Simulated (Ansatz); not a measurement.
Start from `C=C(C)CF` and change one element to get `C=C(C)CBr`.

Ansatz, PBE0-D4/def2-TZVP geometries, multiplicity 1. Each molecule was computed in one conformer, which needn't be the lowest.

Scalar relativity is left out up to krypton. Spin–orbit coupling is left out; it splits and shifts lone-pair levels of the heavy atoms by tenths of an eV.

| property | `C=C(C)CF` |
| --- | --- |
| HOMO energy (B3LYP/def2-TZVPP) / eV | -7.13 |
| HOMO energy (PBE0/def2-TZVPP) / eV | -7.34 |
| LUMO energy (ωB97M-V/def2-TZVPP) / eV | 2.37 |
| HOMO–LUMO gap (PBE0/def2-TZVPP) / eV | 7.65 |
| LUMO energy (B3LYP/def2-TZVPP) / eV | 0.05 |
| HOMO–LUMO gap (ωB97M-V/def2-TZVPP) / eV | 11.96 |

**Question.** Give the same properties after the change, and the shifts. (Estimate.)

**Answer.** The calculation gave: 
| property | `C=C(C)CBr` | shift |
| --- | --- | --- |
| HOMO energy (B3LYP/def2-TZVPP) / eV | -7.32 | -0.19 |
| HOMO energy (PBE0/def2-TZVPP) / eV | -7.54 | -0.20 |
| LUMO energy (ωB97M-V/def2-TZVPP) / eV | 1.39 | -0.98 |
| HOMO–LUMO gap (PBE0/def2-TZVPP) / eV | 6.86 | -0.79 |
| LUMO energy (B3LYP/def2-TZVPP) / eV | -0.92 | -0.97 |
| HOMO–LUMO gap (ωB97M-V/def2-TZVPP) / eV | 11.11 | -0.85 |

With PBE0 the HOMO falls by 0.20 eV and the LUMO falls by 1.00 eV, so the gap narrows by about 0.80 eV. PBE moves the HOMO by -0.22 eV and ωB97M-V by -0.13 eV.

Positive LUMOs are unbound, so they and the gaps depend on the basis.

B3LYP here is the variant with VWN-RPA as its local correlation; programs differ in this.
